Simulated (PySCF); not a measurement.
Molecule: `C(CF)CSCF`, C₄H₈F₂S.

Geometry (Å), atoms numbered from 1 in this order:
```xyz
15

F    -2.7712    0.9762    0.0956
C    -1.7895    0.3517    0.8290
C    -0.9592   -0.5506   -0.0716
C    -0.1167    0.2573   -1.0496
S     1.2072    1.2110   -0.2286
C     2.3909   -0.1118    0.1255
F     2.0124   -0.8881    1.1838
H    -2.2971   -0.2209    1.6108
H    -1.1776    1.1420    1.2753
H    -1.6312   -1.1971   -0.6411
H    -0.3274   -1.1788    0.5567
H     0.3547   -0.3815   -1.7966
H    -0.7306    1.0041   -1.5523
H     3.3396    0.3626    0.3841
H     2.4912   -0.7682   -0.7429
```

Frames of a GFN2-xTB Langevin trajectory at 400 K; GIAO PBE0/pcSseg-1 shieldings in PySCF 2.14.0 with density-fitted response routines, gas phase, non-relativistic; equivalent atoms averaged within each frame.

Referencing at the same level of theory: ¹⁹F (σref 170.95) vs CFCl3; ¹³C (σref 186.93), ¹H (σref 31.72) vs TMS; CS2 for ³³S (σref 503.73). The references are static minima.

**Question.** How do the shifts (ppm) fluctuate along the trajectory?

**Answer.** 
```
         time (fs)      F7      F1     C6    C2    C3    C4   S5  H14/H15  H8/H9  H10/H11
               250  -201.6  -260.4   97.5  78.6  38.4  37.2   23     5.61   5.13     3.06
               425  -211.3  -245.7   99.2  87.2  39.3  41.1   69     6.33   5.96     2.93
               625  -205.6  -238.5  100.9  84.8  41.3  31.0   -1     6.89   5.77     3.27
               800  -209.9  -249.8  102.3  86.8  31.7  45.2  115     6.16   6.28     1.60
              1000  -189.3  -219.3   91.2  80.4  41.2  48.7   36     5.52   4.66     2.14
    mean of frames  -203.5  -242.7   98.2  83.5  38.4  40.7   48     6.10   5.56     2.60
standard deviation     8.8    15.3    4.3   3.9   3.9   6.9   45     0.56   0.66     0.71
```

5 frames give an uncertainty of the mean of about the standard deviation over 2.2 at best, since frames this close in time may not be independent; classical motion lacks zero-point vibration, and the reference would need the same averaging.
